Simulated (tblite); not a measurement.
C5H9F3O2Si.
Numbering: `[OH:1][Si@@H:2]1[CH2:3][C@@H:4]([CH2:5][C:6]([F:7])([F:8])[F:9])[CH2:10][O:11]1` (hydrogens: H12 on O1; H13 on Si2; H14, H15 on C3; H16 on C4; H17, H18 on C5; H19, H20 on C10)

Cartesian coordinates in Å at the GFN2-xTB level; atoms count from 1:
```xyz
20
C5H9F3O2Si angstrom
O     -3.5166   -1.1329    0.3141
Si    -2.1658   -1.1523   -0.5730
C     -0.4714   -1.3560    0.2868
C      0.1247    0.0524    0.1896
C      1.6537    0.0270    0.1909
C      2.2703    1.4096    0.2440
F      1.7448    2.1782    1.2099
F      3.5917    1.3516    0.4862
F      2.1335    2.0955   -0.9015
C     -0.4713    0.6929   -1.0765
O     -1.8255    0.3390   -1.1590
H     -3.7612   -0.3718    0.8366
H     -2.4337   -2.1376   -1.6026
H     -0.4995   -1.6980    1.3183
H      0.1530   -2.0571   -0.2662
H     -0.2197    0.6380    1.0486
H      2.0351   -0.4673   -0.7054
H      2.0119   -0.5143    1.0697
H     -0.4132    1.7831   -1.0538
H      0.0540    0.3308   -1.9679
```

Method: GFN2-xTB as coded in tblite; computed harmonic values from a numerical Hessian at the method's own geometry, unscaled. The method is semi-empirical: single wavenumbers can be off by several per cent or more. Modes of hydrogen on silicon can be 10 to 20 % off. One conformer, not necessarily the lowest.

Harmonic wavenumbers (cm⁻¹): 29.6, 46.2, 90.6, 124.3, 163.2, 176.2, 192.4, 257.8, 280.9, 299.4, 338.5, 416.8, 451.3, 476.7, 486.2, 572.1, 594.7, 624.8, 683.7, 736.6, 773.9, 786.1, 821.6, 834.1, 862.0, 916.7, 949.8, 981.0, 1035.4, 1045.2, 1093.2, 1110.3, 1119.1, 1156.7, 1190.5, 1192.0, 1222.0, 1241.6, 1296.2, 1303.3, 1328.8, 1349.3, 1441.7, 1486.7, 1490.2, 2377.9, 2910.9, 2943.3, 2974.9, 2986.1, 2988.5, 2998.7, 3025.8, 3642.7.

A = 2569, B = 423.2, C = 407.9 MHz; mass 186.032 u (most abundant isotopes); point group C1, symmetry number 1.

**Question.** What is the zero-point energy?

**Answer.** Half the sum of the wavenumbers: 30959 cm⁻¹ = 370.36 kJ/mol.

**Question.** What is S at 273.15 K and 1 bar for an ideal gas of classical rigid rotors and harmonic oscillators?

**Answer.** Translation 172.21, rotation 128.45, vibration 143.62: S = 444.3 J/(mol K).

**Question.** And Cp and H(273.15 K) − H(0)?

**Answer.** Cp = 179.72 J/(mol K), of which vibrations give 146.47 (their classical limit is 54 R = 449.0); H(273.15 K) − H(0) = 29.40 kJ/mol without the zero-point energy, 20.31 from vibrations.

**Question.** Blend soft modes into free rotors: weight 1/[1 + (100 cm⁻¹/ν̃)⁴] for the oscillator and the rest for a rotor with moment μB/(μ + B), μ = h/(8π²ν), B = 10⁻⁴⁴ kg m². What vibrational entropy results?

**Answer.** 129.67 J/(mol K) in place of 143.62, which changes −T·S at 273.15 K by +3.81 kJ/mol.

**Question.** What must be added to the electronic energy to get the Gibbs energy at 273.15 K and 1 bar?

**Answer.** ZPE + [H(273.15 K) − H(0)] − T·S = 370.36 + 29.40 − 121.36 = 278.40 kJ/mol.

**Question.** Which modes carry the vibrational entropy at 273.15 K?

**Answer.** 29.6 cm⁻¹: 23.77; 46.2 cm⁻¹: 20.09; 90.6 cm⁻¹: 14.54; 124.3 cm⁻¹: 11.98; 163.2 cm⁻¹: 9.82; 176.2 cm⁻¹: 9.23 J/(mol K); the other 48 give 54.18 together.

Hindered rotation and anharmonicity are outside this model. Other conformers, if any are populated, would add a mixing term that is left out. The structure is chiral; the term R ln 2 for an equal mix with its mirror image is left out.
